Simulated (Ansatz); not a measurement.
Cost and result for the atomization energy of `O[CH2][Ga]([OH])[F]` (9 atoms, 8 bonds).

```xyz
9

O    -0.586    0.085    1.913
C    -0.677    0.589    0.599
Ga    0.543   -0.401   -0.601
O     0.683   -0.805   -2.321
F     1.896   -1.051    0.325
H     0.338   -0.061    2.133
H    -0.447    1.662    0.549
H    -1.712    0.472    0.272
H    -0.038   -0.489   -2.869
```

The species carries charge 0 and has multiplicity 1. Correlated methods include outer-core shells of Ga, which these sets cover unevenly. Scalar relativity is left out up to krypton. All single points use the PBE0-D4/def2-TZVP geometry. It is one conformer, not always the lowest. Program: Ansatz. All runs use 4 threads of an Arm Neoverse V2 on a shared host. Times are those of one run each, without the atoms' runs, and a repeat can differ threefold. Electronic energies, without spin–orbit coupling; frozen cores. CCSD(T)/CBS adds CCSD(T) − MP2 in def2-TZVPP to the MP2 limit, and its time is that of the two runs behind it. T1 = 0.014. With those shells the extrapolation isn't a true limit. B3LYP takes the VWN-RPA correlation (the form of Gaussian; ORCA's B3LYP/G).

CCSD(T)/CBS is a level of theory with its own doubt, some kJ/mol a heavy atom from the limit and from the frozen cores, so smaller differences don't rank the functionals.

```
                             level  functions  wall time  atomization (kJ/mol)  difference from CCSD(T)/CBS  per bond
   PBE-D4/def2-TZVPP (with forces)        228      1.9 s                3317.2                         55.8       7.0
                PBE0-D4/def2-TZVPP        228      2.5 s                3214.0                        -47.4      -5.9
 B3LYP-D4/def2-TZVPP (with forces)        228      3.6 s                3208.3                        -53.1      -6.6
r2SCAN-D4/def2-TZVPP (with forces)        228      3.7 s                3252.5                         -8.9      -1.1
                 B2PLYP/def2-TZVPP        228      4.2 s                3202.3                        -59.1      -7.4
                ωB97X-V/def2-TZVPP        228      6.5 s                3244.2                        -17.2      -2.1
  ωB97M-V/def2-TZVPP (with forces)        228      9.5 s                3235.5                        -25.9      -3.2
                    MP2/def2-QZVPP        437       18 s                3334.1                         72.7       9.1
                CCSD(T)/def2-TZVPP        228    2.6 min                3172.8                        -88.6     -11.1
                 CCSD(T)/CBS(def2)          –    2.9 min                3261.4                          0.0       0.0
```

The D4 term adds +24.2 kJ/mol with B3LYP and +12.6 kJ/mol with PBE0; it sums over pairs of atoms, weighted by their polarisabilities, and B3LYP, whose exchange is more repulsive, gets the larger term. From PBE to PBE0 (25 % exact exchange), in def2-TZVPP and without D4, the atomization energy moves by −100.8 kJ/mol: exact exchange takes away binding that semilocal exchange gives to molecules. In def2-TZVPP, CCSD(T) changes the Hartree–Fock value by +965.5 kJ/mol (the triples alone add +60.5 kJ/mol) and MP2 by +1073.7 kJ/mol; breaking electron pairs costs correlation energy, which Hartree–Fock lacks.
